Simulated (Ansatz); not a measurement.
```yaml
crystal:
  periodic: [false, false, false]
  atoms:
    - {symbol: N, position_ang: [-0.794906, 1.335341, 0.900584]}
    - {symbol: In, position_ang: [0.212373, -0.087915, -0.122266]}
    - {symbol: N, position_ang: [-0.625642, -1.887787, -0.487067]}
    - {symbol: S, position_ang: [2.419274, 0.329086, -0.922235]}
    - {symbol: H, position_ang: [-1.803073, 1.275469, 0.866076]}
    - {symbol: H, position_ang: [-0.523540, 2.291210, 0.719392]}
    - {symbol: H, position_ang: [0.012584, -2.651753, -0.657022]}
    - {symbol: H, position_ang: [-1.332635, -2.194947, 0.165757]}
    - {symbol: H, position_ang: [2.435546, 1.591296, -0.463238]}
basis:
  gaussian: {orbitals: def2-SVPD}
hamiltonian: {xc: {name: r2SCAN}}
output: {forces: true}
```

```sh
$ ansatz run in.yaml --threads 4 --pin off --events-out ev --progress --plain --max-ram 10444MiB
```

It prints (some lines left out):

```
Functional definition: r2SCAN
1293 factors; their error is unknown
mean field evaluation 1: about -19050.6820 eV, gradient 8.5e1 eV
mean field evaluation 2: about -18982.1843 eV, gradient 1.6e2 eV
mean field evaluation 4: about -19065.2614 eV, gradient 1.7e1 eV
mean field evaluation 8: about -19066.1512 eV, gradient 1.3e-1 eV
mean field evaluation 16: about -19066.1169 eV, gradient 1.1e-3 eV
mean field -19066.11692660 eV, -700.6668735744 hartree, gradient 2.5e-5 eV, S^2 0.000000; 0 other end points of the search recorded, 0 dependent functions left out
reference -19066.11694797 eV, -700.6668743596 hartree; 28, 28 occupied and 111, 111 virtual orbitals, 1293 factors
Total energy: -19066.11694797 eV, -700.6668743596 hartree
Atom 0 at    -0.794906     1.335341     0.900584 Å, force     0.008405     0.042341     0.176350 eV/Å
Atom 1 at     0.212373    -0.087915    -0.122266 Å, force     0.039626     0.011785    -0.015276 eV/Å
Atom 2 at    -0.625642    -1.887787    -0.487067 Å, force    -0.081215    -0.055006    -0.139718 eV/Å
Atom 3 at     2.419274     0.329086    -0.922235 Å, force     0.352259    -0.184711    -0.218994 eV/Å
Atom 4 at    -1.803073     1.275469     0.866076 Å, force    -0.292149     0.011963     0.033220 eV/Å
Atom 5 at    -0.523540     2.291210     0.719392 Å, force     0.051696     0.292986    -0.000147 eV/Å
Atom 6 at     0.012584    -2.651753    -0.657022 Å, force     0.139141    -0.252179    -0.076216 eV/Å
Atom 7 at    -1.332635    -2.194947     0.165757 Å, force    -0.223212    -0.119605     0.151053 eV/Å
Atom 8 at     2.435546     1.591296    -0.463238 Å, force     0.005450     0.252426     0.089728 eV/Å
Dipole moment:    -0.301587     0.069495     0.153587 e Å
```

It took 2.4 s on 4 threads of a server CPU on a shared host, with 0.22 GiB of host memory at the peak.
